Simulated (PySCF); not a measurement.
F3MoO, charge +1, singlet, geometry from GFN2-xTB (such geometries of metal compounds can be far from the true shape) (the multiplicity is a formal guess) (core potentials on Mo), with bond 4-1 at 1.3 times its length; B3LYP/def2-SVP (PySCF).

Input for PySCF:
```python
from pyscf import gto, scf, dft

mol = gto.Mole()
mol.atom = '''
    Mo    0.01006139    0.00517343   -0.01163612
    O     1.01424878    0.52151308   -1.17299113
    F     0.93727045   -0.85236730    1.14277906
    F    -1.50668040   -1.31869369   -0.95757307
    F    -0.72911503    1.37784332    0.69346157
'''
mol.basis = 'def2-svp'
mol.ecp = {'Mo': 'def2-svp'}
mol.charge = 1
mol.verbose = 4
mol.build()

mf = dft.RKS(mol)
mf.xc = 'b3lyp'
mf.diis = False
mf.damp = 0.6
mf.diis_start_cycle = 200
mf.max_cycle = 150
mf.kernel()
```

Output, abridged:

```
PySCF version 2.14.0

[INPUT] verbose = 4
[INPUT] num. atoms = 5
[INPUT] num. electrons = 48
[INPUT] charge = 1
[INPUT] spin (= nelec alpha-beta = 2S) = 0
[INPUT] symmetry False subgroup None
[INPUT] Mole.unit = angstrom
[INPUT] Symbol           X                Y                Z      unit          X                Y                Z       unit  Magmom
[...]
nuclear repulsion = 226.494666511568
number of shells = 35
number of NR pGTOs = 153
number of NR cGTOs = 87
basis = def2-svp
ecp = {'Mo': 'def2-svp'}

******** <class 'pyscf.dft.rks.RKS'> ********
method = RKS
initial guess = minao
damping factor = 0.6
level_shift factor = 0
DIIS disabled
SCF conv_tol = 1e-09
SCF conv_tol_grad = None
SCF max_cycles = 150
direct_scf = True
direct_scf_tol = 1e-13
XC library pyscf.dft.libxc version 7.1.2
    S. Lehtola, C. Steigemann, M. J. T. Oliveira, and M. A. L. Marques,  SoftwareX 7, 1–5 (2018)
XC functionals = b3lyp
    P. J. Stephens, F. J. Devlin, C. F. Chabalowski, and M. J. Frisch,  J. Phys. Chem. 98, 11623 (1994)
radial grids:
    Treutler-Ahlrichs [JCP 102, 346 (1995); DOI:10.1063/1.469408] (M4) radial grids

becke partition: Becke, JCP 88, 2547 (1988); DOI:10.1063/1.454033
pruning grids: <function nwchem_prune>
grids dens level: 3
symmetrized grids: False
atomic radii adjust function: <function treutler_atomic_radii_adjust>
small_rho_cutoff = 0
Set gradient conv threshold to 3.16228e-05
Initial guess from minao.
tot grids = 79312
init E= -435.261947980229
[...]
cycle= 1 E= -441.742097275486  delta_E= -6.48  |g|= 1.77  |ddm|= 3.19
[...]
cycle= 2 E= -441.609048886518  delta_E= 0.133  |g|= 2.12  |ddm|= 2.33
[...]
cycle= 3 E= -441.740803660305  delta_E= -0.132  |g|= 1.75  |ddm|= 2.36
[...]
cycle= 4 E= -441.67727385714  delta_E= 0.0635  |g|= 2.03  |ddm|=  2.3
[...]
cycle= 5 E= -441.812709917726  delta_E= -0.135  |g|= 1.66  |ddm|= 2.24
[...]
cycle= 6 E= -441.780279105802  delta_E= 0.0324  |g|= 1.89  |ddm|= 2.16
[...]
cycle= 7 E= -441.889044490675  delta_E= -0.109  |g|= 1.56  |ddm|= 2.09
[...]
cycle= 8 E= -441.851247485637  delta_E= 0.0378  |g|= 1.78  |ddm|= 2.03
[...]
cycle= 9 E= -441.939296034368  delta_E= -0.088  |g|= 1.49  |ddm|= 1.98
[...]
cycle= 10 E= -441.89548930925  delta_E= 0.0438  |g|= 1.71  |ddm|= 1.95
[...]
cycle= 11 E= -441.970591457767  delta_E= -0.0751  |g|= 1.45  |ddm|= 1.91
[...]
cycle= 12 E= -441.923168765002  delta_E= 0.0474  |g|= 1.67  |ddm|= 1.89
[...]
cycle= 13 E= -441.990295991061  delta_E= -0.0671  |g|= 1.42  |ddm|= 1.87
[...]
cycle= 14 E= -441.940806068865  delta_E= 0.0495  |g|= 1.64  |ddm|= 1.85
[...]
cycle= 15 E= -442.002931997009  delta_E= -0.0621  |g|=  1.4  |ddm|= 1.84
[...]
cycle= 16 E= -441.952235130331  delta_E= 0.0507  |g|= 1.62  |ddm|= 1.83
[...]
cycle= 17 E= -442.01116127648  delta_E= -0.0589  |g|= 1.39  |ddm|= 1.82
[...]
cycle= 18 E= -441.959736518741  delta_E= 0.0514  |g|=  1.6  |ddm|= 1.81
[...]
cycle= 19 E= -442.016582140763  delta_E= -0.0568  |g|= 1.38  |ddm|= 1.81
[...]
cycle= 20 E= -441.964705086573  delta_E= 0.0519  |g|= 1.59  |ddm|=  1.8
[...]
cycle= 21 E= -442.020181789558  delta_E= -0.0555  |g|= 1.37  |ddm|=  1.8
[...]
cycle= 22 E= -441.968016860293  delta_E= 0.0522  |g|= 1.59  |ddm|=  1.8
[...]
cycle= 23 E= -442.022585299507  delta_E= -0.0546  |g|= 1.37  |ddm|= 1.79
[...]
cycle= 24 E= -441.970233813079  delta_E= 0.0524  |g|= 1.59  |ddm|= 1.79
[...]
cycle= 25 E= -442.024196149721  delta_E= -0.054  |g|= 1.37  |ddm|= 1.79
[...]
cycle= 26 E= -441.971722184967  delta_E= 0.0525  |g|= 1.58  |ddm|= 1.79
[...]
cycle= 27 E= -442.025278471359  delta_E= -0.0536  |g|= 1.37  |ddm|= 1.79
[...]
cycle= 28 E= -441.972723361928  delta_E= 0.0526  |g|= 1.58  |ddm|= 1.79
[...]
cycle= 29 E= -442.02600690174  delta_E= -0.0533  |g|= 1.36  |ddm|= 1.79
[...]
cycle= 30 E= -441.973397694295  delta_E= 0.0526  |g|= 1.58  |ddm|= 1.79
[...]
cycle= 31 E= -442.026497704065  delta_E= -0.0531  |g|= 1.36  |ddm|= 1.78
[...]
cycle= 32 E= -441.973852276441  delta_E= 0.0526  |g|= 1.58  |ddm|= 1.78
[...]
cycle= 33 E= -442.026828643606  delta_E= -0.053  |g|= 1.36  |ddm|= 1.78
[...]
cycle= 34 E= -441.974158895931  delta_E= 0.0527  |g|= 1.58  |ddm|= 1.78
[...]
cycle= 35 E= -442.027051900594  delta_E= -0.0529  |g|= 1.36  |ddm|= 1.78
[...]
cycle= 36 E= -441.974365791876  delta_E= 0.0527  |g|= 1.58  |ddm|= 1.78
[...]
cycle= 37 E= -442.027202562384  delta_E= -0.0528  |g|= 1.36  |ddm|= 1.78
[...]
cycle= 38 E= -441.974505432901  delta_E= 0.0527  |g|= 1.58  |ddm|= 1.78
[...]
cycle= 39 E= -442.027304256201  delta_E= -0.0528  |g|= 1.36  |ddm|= 1.78
[...]
cycle= 40 E= -441.974599696861  delta_E= 0.0527  |g|= 1.58  |ddm|= 1.78
[...]
cycle= 41 E= -442.027372907261  delta_E= -0.0528  |g|= 1.36  |ddm|= 1.78
[...]
cycle= 42 E= -441.974663336146  delta_E= 0.0527  |g|= 1.58  |ddm|= 1.78
[...]
cycle= 43 E= -442.027419256236  delta_E= -0.0528  |g|= 1.36  |ddm|= 1.78
[...]
cycle= 44 E= -441.974706303201  delta_E= 0.0527  |g|= 1.58  |ddm|= 1.78
[...]
cycle= 45 E= -442.027450550091  delta_E= -0.0527  |g|= 1.36  |ddm|= 1.78
[...]
cycle= 46 E= -441.974735314409  delta_E= 0.0527  |g|= 1.58  |ddm|= 1.78
[...]
cycle= 47 E= -442.027471679873  delta_E= -0.0527  |g|= 1.36  |ddm|= 1.78
[...]
cycle= 48 E= -441.974754903256  delta_E= 0.0527  |g|= 1.58  |ddm|= 1.78
[...]
cycle= 49 E= -442.02748594717  delta_E= -0.0527  |g|= 1.36  |ddm|= 1.78
[...]
cycle= 50 E= -441.974768130223  delta_E= 0.0527  |g|= 1.58  |ddm|= 1.78
[...]
cycle= 51 E= -442.027495580923  delta_E= -0.0527  |g|= 1.36  |ddm|= 1.78
[...]
cycle= 52 E= -441.974777061567  delta_E= 0.0527  |g|= 1.58  |ddm|= 1.78
[...]
cycle= 53 E= -442.027502086019  delta_E= -0.0527  |g|= 1.36  |ddm|= 1.78
[...]
cycle= 54 E= -441.974783092391  delta_E= 0.0527  |g|= 1.58  |ddm|= 1.78
[...]
cycle= 55 E= -442.027506478547  delta_E= -0.0527  |g|= 1.36  |ddm|= 1.78
[...]
cycle= 56 E= -441.97478716468  delta_E= 0.0527  |g|= 1.58  |ddm|= 1.78
[...]
cycle= 57 E= -442.027509444586  delta_E= -0.0527  |g|= 1.36  |ddm|= 1.78
[...]
[...]
[...]
cycle= 76 E= -441.974795465235  delta_E= 0.0527  |g|= 1.58  |ddm|= 1.78
[...]
cycle= 77 E= -442.027515490278  delta_E= -0.0527  |g|= 1.36  |ddm|= 1.78
[...]
cycle= 78 E= -441.974795519429  delta_E= 0.0527  |g|= 1.58  |ddm|= 1.78
[...]
cycle= 79 E= -442.027515529751  delta_E= -0.0527  |g|= 1.36  |ddm|= 1.78
[...]
cycle= 80 E= -441.974795556021  delta_E= 0.0527  |g|= 1.58  |ddm|= 1.78
[...]
cycle= 81 E= -442.027515556407  delta_E= -0.0527  |g|= 1.36  |ddm|= 1.78
[...]
cycle= 82 E= -441.974795580735  delta_E= 0.0527  |g|= 1.58  |ddm|= 1.78
[...]
cycle= 83 E= -442.027515574404  delta_E= -0.0527  |g|= 1.36  |ddm|= 1.78
[...]
cycle= 84 E= -441.974795597418  delta_E= 0.0527  |g|= 1.58  |ddm|= 1.78
[...]
cycle= 85 E= -442.027515586555  delta_E= -0.0527  |g|= 1.36  |ddm|= 1.78
[...]
cycle= 86 E= -441.974795608685  delta_E= 0.0527  |g|= 1.58  |ddm|= 1.78
[...]
cycle= 87 E= -442.02751559476  delta_E= -0.0527  |g|= 1.36  |ddm|= 1.78
[...]
cycle= 88 E= -441.974795616294  delta_E= 0.0527  |g|= 1.58  |ddm|= 1.78
[...]
cycle= 89 E= -442.027515600302  delta_E= -0.0527  |g|= 1.36  |ddm|= 1.78
[...]
cycle= 90 E= -441.974795621431  delta_E= 0.0527  |g|= 1.58  |ddm|= 1.78
[...]
cycle= 91 E= -442.027515604044  delta_E= -0.0527  |g|= 1.36  |ddm|= 1.78
[...]
cycle= 92 E= -441.974795624899  delta_E= 0.0527  |g|= 1.58  |ddm|= 1.78
[...]
cycle= 93 E= -442.02751560657  delta_E= -0.0527  |g|= 1.36  |ddm|= 1.78
[...]
cycle= 94 E= -441.97479562724  delta_E= 0.0527  |g|= 1.58  |ddm|= 1.78
[...]
cycle= 95 E= -442.027515608278  delta_E= -0.0527  |g|= 1.36  |ddm|= 1.78
[...]
cycle= 96 E= -441.974795628824  delta_E= 0.0527  |g|= 1.58  |ddm|= 1.78
[...]
cycle= 97 E= -442.027515609429  delta_E= -0.0527  |g|= 1.36  |ddm|= 1.78
[...]
cycle= 98 E= -441.974795629892  delta_E= 0.0527  |g|= 1.58  |ddm|= 1.78
[...]
cycle= 99 E= -442.027515610206  delta_E= -0.0527  |g|= 1.36  |ddm|= 1.78
[...]
cycle= 100 E= -441.974795630614  delta_E= 0.0527  |g|= 1.58  |ddm|= 1.78
[...]
cycle= 101 E= -442.027515610731  delta_E= -0.0527  |g|= 1.36  |ddm|= 1.78
[...]
cycle= 102 E= -441.9747956311  delta_E= 0.0527  |g|= 1.58  |ddm|= 1.78
[...]
cycle= 103 E= -442.027515611087  delta_E= -0.0527  |g|= 1.36  |ddm|= 1.78
[...]
cycle= 104 E= -441.974795631426  delta_E= 0.0527  |g|= 1.58  |ddm|= 1.78
[...]
cycle= 105 E= -442.027515611324  delta_E= -0.0527  |g|= 1.36  |ddm|= 1.78
[...]
cycle= 106 E= -441.974795631649  delta_E= 0.0527  |g|= 1.58  |ddm|= 1.78
[...]
cycle= 107 E= -442.027515611488  delta_E= -0.0527  |g|= 1.36  |ddm|= 1.78
[...]
cycle= 108 E= -441.974795631799  delta_E= 0.0527  |g|= 1.58  |ddm|= 1.78
[...]
cycle= 109 E= -442.027515611597  delta_E= -0.0527  |g|= 1.36  |ddm|= 1.78
[...]
cycle= 110 E= -441.974795631901  delta_E= 0.0527  |g|= 1.58  |ddm|= 1.78
[...]
cycle= 111 E= -442.027515611672  delta_E= -0.0527  |g|= 1.36  |ddm|= 1.78
[...]
cycle= 112 E= -441.974795631969  delta_E= 0.0527  |g|= 1.58  |ddm|= 1.78
[...]
cycle= 113 E= -442.027515611723  delta_E= -0.0527  |g|= 1.36  |ddm|= 1.78
[...]
cycle= 114 E= -441.974795632015  delta_E= 0.0527  |g|= 1.58  |ddm|= 1.78
[...]
cycle= 115 E= -442.027515611755  delta_E= -0.0527  |g|= 1.36  |ddm|= 1.78
[...]
cycle= 116 E= -441.974795632046  delta_E= 0.0527  |g|= 1.58  |ddm|= 1.78
[...]
cycle= 117 E= -442.027515611778  delta_E= -0.0527  |g|= 1.36  |ddm|= 1.78
[...]
cycle= 118 E= -441.974795632067  delta_E= 0.0527  |g|= 1.58  |ddm|= 1.78
[...]
cycle= 119 E= -442.027515611792  delta_E= -0.0527  |g|= 1.36  |ddm|= 1.78
[...]
cycle= 120 E= -441.974795632082  delta_E= 0.0527  |g|= 1.58  |ddm|= 1.78
[...]
cycle= 121 E= -442.027515611803  delta_E= -0.0527  |g|= 1.36  |ddm|= 1.78
[...]
cycle= 122 E= -441.974795632091  delta_E= 0.0527  |g|= 1.58  |ddm|= 1.78
[...]
cycle= 123 E= -442.027515611811  delta_E= -0.0527  |g|= 1.36  |ddm|= 1.78
[...]
cycle= 124 E= -441.974795632098  delta_E= 0.0527  |g|= 1.58  |ddm|= 1.78
[...]
cycle= 125 E= -442.027515611816  delta_E= -0.0527  |g|= 1.36  |ddm|= 1.78
[...]
cycle= 126 E= -441.974795632102  delta_E= 0.0527  |g|= 1.58  |ddm|= 1.78
[...]
cycle= 127 E= -442.027515611819  delta_E= -0.0527  |g|= 1.36  |ddm|= 1.78
[...]
cycle= 128 E= -441.974795632104  delta_E= 0.0527  |g|= 1.58  |ddm|= 1.78
[...]
cycle= 129 E= -442.027515611819  delta_E= -0.0527  |g|= 1.36  |ddm|= 1.78
[...]
cycle= 130 E= -441.974795632106  delta_E= 0.0527  |g|= 1.58  |ddm|= 1.78
[...]
cycle= 131 E= -442.02751561182  delta_E= -0.0527  |g|= 1.36  |ddm|= 1.78
[...]
cycle= 132 E= -441.974795632107  delta_E= 0.0527  |g|= 1.58  |ddm|= 1.78
[...]
cycle= 133 E= -442.027515611821  delta_E= -0.0527  |g|= 1.36  |ddm|= 1.78
[...]
cycle= 134 E= -441.974795632108  delta_E= 0.0527  |g|= 1.58  |ddm|= 1.78
[...]
cycle= 135 E= -442.027515611822  delta_E= -0.0527  |g|= 1.36  |ddm|= 1.78
[...]
cycle= 136 E= -441.974795632109  delta_E= 0.0527  |g|= 1.58  |ddm|= 1.78
[...]
cycle= 137 E= -442.027515611822  delta_E= -0.0527  |g|= 1.36  |ddm|= 1.78
[...]
cycle= 138 E= -441.97479563211  delta_E= 0.0527  |g|= 1.58  |ddm|= 1.78
[...]
cycle= 139 E= -442.027515611822  delta_E= -0.0527  |g|= 1.36  |ddm|= 1.78
[...]
cycle= 140 E= -441.974795632109  delta_E= 0.0527  |g|= 1.58  |ddm|= 1.78
[...]
cycle= 141 E= -442.027515611823  delta_E= -0.0527  |g|= 1.36  |ddm|= 1.78
[...]
cycle= 142 E= -441.974795632111  delta_E= 0.0527  |g|= 1.58  |ddm|= 1.78
[...]
cycle= 143 E= -442.027515611823  delta_E= -0.0527  |g|= 1.36  |ddm|= 1.78
[...]
cycle= 144 E= -441.974795632111  delta_E= 0.0527  |g|= 1.58  |ddm|= 1.78
[...]
cycle= 145 E= -442.027515611822  delta_E= -0.0527  |g|= 1.36  |ddm|= 1.78
[...]
cycle= 146 E= -441.97479563211  delta_E= 0.0527  |g|= 1.58  |ddm|= 1.78
[...]
cycle= 147 E= -442.027515611822  delta_E= -0.0527  |g|= 1.36  |ddm|= 1.78
[...]
cycle= 148 E= -441.97479563211  delta_E= 0.0527  |g|= 1.58  |ddm|= 1.78
[...]
cycle= 149 E= -442.027515611822  delta_E= -0.0527  |g|= 1.36  |ddm|= 1.78
[...]
cycle= 150 E= -441.974795632109  delta_E= 0.0527  |g|= 1.58  |ddm|= 1.78
SCF not converged.
SCF energy = -441.974795632109
```

Convergence was not reached.
